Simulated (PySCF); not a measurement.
Geometries of 2 isomers of C2H2BF2 (doublet state), from PBE0-D3(BJ)/def2-SVP geometry optimisation, gas phase in PySCF. One conformer each, no zero-point energy, no frequencies.

**Question.** Which is lower in electronic energy at this level?
A.
```xyz
7
angstrom
C      1.313   -0.256    0.556
C      0.375    0.196   -0.252
B     -1.134   -0.084   -0.014
F     -1.578   -0.737    1.042
F     -2.034    0.334   -0.885
H      2.402   -0.232    0.639
H      0.662    0.789   -1.140
```
B.
```xyz
7
angstrom
C     -1.324   -0.477    0.303
C     -0.110   -0.038    0.135
B      1.299    0.470   -0.058
F      1.744    1.531    0.597
F      2.137   -0.127   -0.889
H     -1.574   -1.221    1.075
H     -2.164   -0.128   -0.318
```

**Answer.** B. That is `B(F)([C]=C)F` [radical], 7.8 kcal/mol below the other.

```tsv
SMILES	atoms numbered as above	E (Eh)	relative (kcal/mol)	relative (kJ/mol)	dipole (D)	⟨S²⟩
C=[C]B(F)F	[CH2:1]=[C:2][B:3]([F:4])[F:5]	-301.44420	0.0	0.0	2.25	0.761
[H]/[C]=C/B(F)F	[H]/[C:1]=[CH:2]/[B:3]([F:4])[F:5]	-301.43180	7.8	32.5	2.21	0.767
```
